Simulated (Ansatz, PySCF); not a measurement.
Spin states of CNiO (SMILES [O+]#[C-]->[Ni]), each relaxed with B3LYP-D3(BJ)/def2-TZVP.
State 1 (charge 0, multiplicity 1):
```xyz
3

Ni    -0.96423    -0.76839    -0.88054
O      0.82980     0.70706     0.73254
C      0.10136     0.10870     0.07769
```
State 2 (charge 0, multiplicity 3):
| atom | x (Å) | y (Å) | z (Å) |
|---|---|---|---|
| Ni | -0.9749 | -0.9123 | -0.9115 |
| O | 0.9133 | 0.5560 | 0.7729 |
| C | 0.0286 | 0.4036 | 0.0683 |

Singlets are restricted, other states unrestricted; no spin–orbit coupling, no relativity up to Kr; see below for the cores. The largest T1 diagnostic is 0.054.

Codes used: Ansatz (Gaussian basis) for Hartree–Fock, density functionals and correlated methods; PySCF for the dispersion terms. Values without a source in brackets are computed.

Q: Give the energy of the multiplicity-3 state less that of the multiplicity-1 state at the level PBE0-D3(BJ)/def2-TZVPP.

A: 73 kJ/mol

Q: Give the energy of the multiplicity-3 state less that of the multiplicity-1 state at the level B3LYP/def2-TZVPP.

A: 84 kJ/mol

Q: What is the computed energy of the multiplicity-3 state less that of the multiplicity-1 state (PBE-D4/def2-TZVPP)?

A: 151 kJ/mol

Ansatz is a program for electronic structure.
